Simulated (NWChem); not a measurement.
System: GaICl2; SMILES [Ga]([I])([Cl])[Cl]

The following NWChem deck was run.

```
start job
memory heap 200 mb stack 900 mb global 1100 mb
geometry units angstroms noautosym nocenter noautoz
  Ga     0.000000     0.000000    -0.770105
  Cl     0.000000     1.823043    -1.871332
  Cl     0.000000    -1.823043    -1.871332
  I      0.000000     0.000000     1.685819
end
basis spherical
  * library def2-svpd
end
ecp
  I library def2-ecp
end
dft
  xc xpbe96 cpbe96
  iterations 150
end
property
  response 1 0.0
end
task dft property
```

Excerpt of the output:

```
             Northwest Computational Chemistry Package (NWChem) 7.3.0
             --------------------------------------------------------

                             Geometry "geometry" -> ""
                             -------------------------

 Output coordinates in angstroms (scale by  1.889725989 to convert to a.u.)

  No.       Tag          Charge          X              Y              Z
 ---- ---------------- ---------- -------------- -------------- --------------
    1 Ga                  31.0000     0.00000000     0.00000000    -0.77010500
    2 Cl                  17.0000     0.00000000     1.82304300    -1.87133200
    3 Cl                  17.0000     0.00000000    -1.82304300    -1.87133200
    4 I                   53.0000     0.00000000     0.00000000     1.68581900

 Effective nuclear repulsion energy (a.u.)     896.4046418414

                                 NWChem DFT Module
                                 -----------------

 Summary of "ao basis" -> "ao basis" (spherical)
 ------------------------------------------------------------------------------
       Tag                 Description            Shells   Functions and Types
 ---------------- ------------------------------  ------  ---------------------
 Ga                        def2-svpd                14       38   6s4p4d
 Cl                        def2-svpd                11       27   5s4p2d
 I                         def2-svpd                13       35   5s5p3d

            General Information
            -------------------
          SCF calculation type: DFT
          Wavefunction type:  closed shell.
          No. of atoms     :     4
          No. of electrons :    90
           Alpha electrons :    45
            Beta electrons :    45
          Charge           :     0
          Spin multiplicity:     1
          Use of symmetry is: off; symmetry adaption is: off
          Maximum number of iterations: 150
          AO basis - number of functions:   127
                     number of shells:    49
          Convergence on energy requested:  1.00D-06
          Convergence on density requested:  1.00D-05
          Convergence on gradient requested:  5.00D-04

              XC Information
              --------------
          PerdewBurkeErnzerhof Exchange Functional  1.000
            Perdew 1991 LDA Correlation Functional  1.000 local
           PerdewBurkeErnz. Correlation Functional  1.000 non-local

             Grid Information
             ----------------
          Grid used for XC integration:  medium
          Radial quadrature: Mura-Knowles
          Angular quadrature: Lebedev.
          Tag              B.-S. Rad. Rad. Pts. Rad. Cut. Ang. Pts.
          ---              ---------- --------- --------- ---------
          Ga                  1.30      112          13.0       590
          Cl                  1.00       88          15.0       590
          I                   1.40      123          14.0       590
          Grid pruning is: on
          Number of quadrature shells:   411
          Spatial weights used:  Erf1

      Superposition of Atomic Density Guess
      -------------------------------------

 Sum of atomic energies:       -3188.76185140

      Non-variational initial energy
      ------------------------------

 Total energy =   -3138.954281
 1-e energy   =   -5636.425622
 2-e energy   =    1914.129971
 HOMO         =      -0.361051
 LUMO         =      -0.047671

   convergence    iter        energy       DeltaE   RMS-Dens  Diis-err
 ---------------- ----- ----------------- --------- --------- ---------
 d= 0,ls=0.0,diis     1  -3141.8286186972 -3.73D+03  2.01D-02  6.85D-01
 d= 0,ls=0.0,diis     2  -3141.6817223064  1.47D-01  1.27D-02  1.40D+00
 d= 0,ls=0.0,diis     3  -3141.9014161693 -2.20D-01  2.28D-03  1.58D-01
 d= 0,ls=0.0,diis     4  -3141.9160448783 -1.46D-02  6.35D-04  2.13D-02
 d= 0,ls=0.0,diis     5  -3141.9174655767 -1.42D-03  2.41D-04  3.02D-04
  Resetting Diis
 d= 0,ls=0.0,diis     6  -3141.9174851444 -1.96D-05  1.03D-04  8.20D-05
 d= 0,ls=0.0,diis     7  -3141.9175009421 -1.58D-05  6.02D-05  5.19D-06
 d= 0,ls=0.0,diis     8  -3141.9174989896  1.95D-06  3.60D-05  1.72D-05
 d= 0,ls=0.0,diis     9  -3141.9175019117 -2.92D-06  2.65D-06  3.90D-08
 d= 0,ls=0.0,diis    10  -3141.9175019168 -5.10D-09  6.31D-07  3.27D-09

         Total DFT energy =    -3141.917501916813
      One electron energy =    -5634.177768437767
           Coulomb energy =     2062.023463125930
    Exchange-Corr. energy =     -153.104565529198
 Nuclear repulsion energy =      583.341368924221

 Numeric. integr. density =       90.000000017806

                       DFT Final Molecular Orbital Analysis
                       ------------------------------------

 Vector   43  Occ=2.000000D+00  E=-2.985937D-01
              MO Center=  2.1D-11,  1.3D-08, -1.7D+00, r^2= 4.8D+00
   Bfn.  Coefficient  Atom+Function         Bfn.  Coefficient  Atom+Function
  ----- ------------  ---------------      ----- ------------  ---------------
    51      0.302370  2 Cl py                78      0.302370  3 Cl py
    52      0.299043  2 Cl pz                79     -0.299043  3 Cl pz
    48      0.248993  2 Cl py                75      0.248993  3 Cl py
    49      0.234481  2 Cl pz                76     -0.234481  3 Cl pz
    45      0.142686  2 Cl py                72      0.142686  3 Cl py

 Vector   44  Occ=2.000000D+00  E=-2.714902D-01
              MO Center= -1.2D-08, -2.2D-11,  1.4D+00, r^2= 2.9D+00
   Bfn.  Coefficient  Atom+Function         Bfn.  Coefficient  Atom+Function
  ----- ------------  ---------------      ----- ------------  ---------------
   104      0.593312  4 I  px               107      0.493299  4 I  px
   101     -0.238584  4 I  px                98     -0.193351  4 I  px
    50     -0.107081  2 Cl px                77     -0.107081  3 Cl px
    47     -0.085980  2 Cl px                74     -0.085980  3 Cl px
    13      0.076635  1 Ga px                22      0.051535  1 Ga d  1

 Vector   45  Occ=2.000000D+00  E=-2.634524D-01
              MO Center=  1.7D-09, -1.3D-08,  1.4D+00, r^2= 3.0D+00
   Bfn.  Coefficient  Atom+Function         Bfn.  Coefficient  Atom+Function
  ----- ------------  ---------------      ----- ------------  ---------------
   105      0.603895  4 I  py               108      0.500527  4 I  py
   102     -0.242007  4 I  py                99     -0.196035  4 I  py
    52     -0.124533  2 Cl pz                79      0.124533  3 Cl pz
    49     -0.098352  2 Cl pz                76      0.098352  3 Cl pz
    46     -0.056242  2 Cl pz                73      0.056242  3 Cl pz

 Vector   46  Occ=0.000000D+00  E=-1.213471D-01
              MO Center=  8.0D-09, -1.0D-08, -2.7D-01, r^2= 6.0D+00
   Bfn.  Coefficient  Atom+Function         Bfn.  Coefficient  Atom+Function
  ----- ------------  ---------------      ----- ------------  ---------------
     4      0.829513  1 Ga s                  5      0.490746  1 Ga s
   109      0.399713  4 I  pz                 3     -0.374164  1 Ga s
   106      0.346916  4 I  pz                51      0.272167  2 Cl py
    78     -0.272167  3 Cl py                95     -0.228925  4 I  s
     6      0.208197  1 Ga s                 96     -0.184525  4 I  s

 Vector   47  Occ=0.000000D+00  E=-9.493943D-02
              MO Center= -8.9D-09,  6.1D-10, -5.7D-01, r^2= 4.3D+00
   Bfn.  Coefficient  Atom+Function         Bfn.  Coefficient  Atom+Function
  ----- ------------  ---------------      ----- ------------  ---------------
    16      0.546271  1 Ga px                13      0.531678  1 Ga px
    10     -0.241696  1 Ga px               107     -0.220807  4 I  px
    50     -0.209135  2 Cl px                77     -0.209135  3 Cl px
   104     -0.195000  4 I  px                47     -0.145962  2 Cl px
    74     -0.145962  3 Cl px               126      0.099626  4 I  d  1

 Vector   48  Occ=0.000000D+00  E=-1.507336D-02
              MO Center=  1.3D-08,  1.0D-08, -3.4D-01, r^2= 1.3D+01
   Bfn.  Coefficient  Atom+Function         Bfn.  Coefficient  Atom+Function
  ----- ------------  ---------------      ----- ------------  ---------------
     6      3.622915  1 Ga s                 43     -1.285543  2 Cl s
    70     -1.285543  3 Cl s                 97     -0.542349  4 I  s
    18     -0.515495  1 Ga pz                 4     -0.436618  1 Ga s
    54      0.364115  2 Cl py                81     -0.364115  3 Cl py
   112      0.275860  4 I  pz                38     -0.254020  1 Ga d  2

     Multipole analysis of the density
     ---------------------------------

     L   x y z        total         alpha         beta         nuclear
     -   - - -        -----         -----         ----         -------
     0   0 0 0     -0.000000    -45.000000    -45.000000     90.000000

     1   1 0 0     -0.000000     -0.000000     -0.000000      0.000000
     1   0 1 0     -0.000000     -0.000000     -0.000000      0.000000
     1   0 0 1      0.471247     43.088059     43.088059    -85.704871

[...]

 DFT Linear Response polarizability / au
 Frequency  =       0.0000000 / au
              X              Y              Z
 -----------------------------------------------
 X      68.4612208     -0.0000003     -0.0000003
 Y      -0.0000003     97.2401326     -0.0000006
 Z      -0.0000003     -0.0000006    118.7265022
 -----------------------------------------------
 Eigenvalues =      68.4612208     97.2401326    118.7265022
 Isotropic   =      94.8092852
 Anisotropic =      43.6834543
 -----------------------------------------------

 Magnetic Dipole Response Matrix (nonzero elements):

 Exiting AOResponse driver routine
```

Level: PBE/def2-SVPD with def2 effective core potentials on I. All runs use the structure optimised with PBE0/def2-SVP. Not confirmed as a minimum by frequencies. def2 effective core potentials on I; no spin-orbit coupling.
